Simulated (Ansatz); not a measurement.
System: sum formula AlH$_{2}$F (charge 0, singlet). 
Structure (B3LYP-D3(BJ)/def2-TZVP (Ansatz, a first-principles code) minimum search):
```
Al
F 1 1.6554
H 1 1.5699 2 116.96
H 1 1.5699 3 126.08 2 -180.00
```
Charge 0, spin multiplicity 1.

Total electronic energies in hartree. Correlated levels leave the core frozen unless marked. No spin-orbit coupling. Non-relativistic. CBS(X,Y): correlation extrapolated as X^-3; Hartree-Fock from the larger set (for Q and 5 zeta extrapolated as (X+1)exp(-9√X)).

```tsv
level	program	energy (Eh)
HF/def2-SVP	Ansatz	-342.42007
HF/cc-pV(5+d)Z	Ansatz	-342.65015
SVWN5/def2-TZVPD	Ansatz	-341.87441
revPBE-D3(BJ)/def2-TZVPD	Ansatz + dftd3	-343.49624
PBE0-D3(BJ)/def2-TZVP	Ansatz + dftd3	-343.36770
BHLYP/def2-TZVPD	Ansatz	-343.55160
B2GP-PLYP-D3(BJ)/def2-TZVPD	Ansatz + dftd3	-343.35947
B2GP-PLYP/def2-TZVPD	Ansatz	-343.35851
RI-MP2/def2-TZVPPD	Ansatz	-342.97755
CCSD/6-31G*	Ansatz	-342.80303
CCSD/def2-SVP	Ansatz	-342.69305
CCSD/aug-cc-pV(T+d)Z	Ansatz	-342.99917
CCSD(T)/aug-cc-pV(D+d)Z	Ansatz	-342.90538
CCSD(T)/CBS(def2-TZVPPD,def2-QZVPPD)	Ansatz	-343.0608
CCSD(T)/CBS(cc-pV(Q+d)Z,cc-pV(5+d)Z)	Ansatz	-343.0641
```

Totals of different functionals don't rank their quality; only differences between species are comparable.
